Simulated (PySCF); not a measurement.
Structure from NMR data

An unknown has the formula C8H13NO. Its calculated NMR data are:

$^{1}$H NMR (400 MHz, computed): δ 7.88 (s, 1H), 6.17 (br s, 1H), 5.94 (br s, 1H), 2.98 (sept, 1H), 2.14 (s, 3H), 1.15 (d, 6H).

$^{13}$C{$^{1}$H} NMR (computed): δ 180.5 (C), 164.2 (C), 155.7 (CH), 134.2 (CH2), 31.2 (CH), 27.4 (CH3), 23.9 (CH3).

[PySCF 2.14.0 with density-fitted response routines: shieldings: GIAO PBE0/pcSseg-1; structure optimised with GFN2-xTB; one conformer; rapidly exchanging positions averaged; no solvent; non-relativistic Hamiltonian]

Referencing at the same level of theory: $^{1}$H and $^{13}$C against TMS.

Question: Choose the structure that fits.
A. CC(=O)NC=C1CC(C)C1
B. C=C(/C=N/C(C)=O)C(C)C
C. C=C(C(N)=O)[C@H](C)C1CC1

Answer: B. 

- Rings plus π bonds: 3 (no ring in the answer).
- 7 carbon signals for 8 carbons: some carbons are equivalent by symmetry or fast rotation.
- Carbon types of the structure: 2 × C, 2 × CH, 1 × CH2, 3 × CH3, which accounts for all hydrogens.
- δC 180.5: amide carbonyl carbon; it is a carbonyl in resonance with an O or N lone pair, the region of acids, esters and amides.
- δC 164.2: fully substituted alkene carbon; an sp2 carbon of a C=C bond.
- δC 155.7: C=N carbon.
- δC 134.2: terminal =CH2 carbon; the olefinic region.
- δH 2.98: hydrogen on an allylic sp3 CH; allylic position.

The others: CC(=O)NC=C1CC(C)C1 would give 8 carbon signals, not 7; C=C(C(N)=O)[C@H](C)C1CC1 would give 8 carbon signals, not 7.

Shifts are as computed. Against solution values, carbons near 30 ppm lie about +3 ppm off and those near 130 ppm about +5 ppm. Of 1211 compounds with measured shifts, 218 miss one by over three times the rms of a fit or turn the order of signals round; such compounds aren't used in these exercises. Multiplicities follow the n + 1 count of equivalent neighbours, as no J values were calculated; m marks all less simple cases, F and P coupling included.
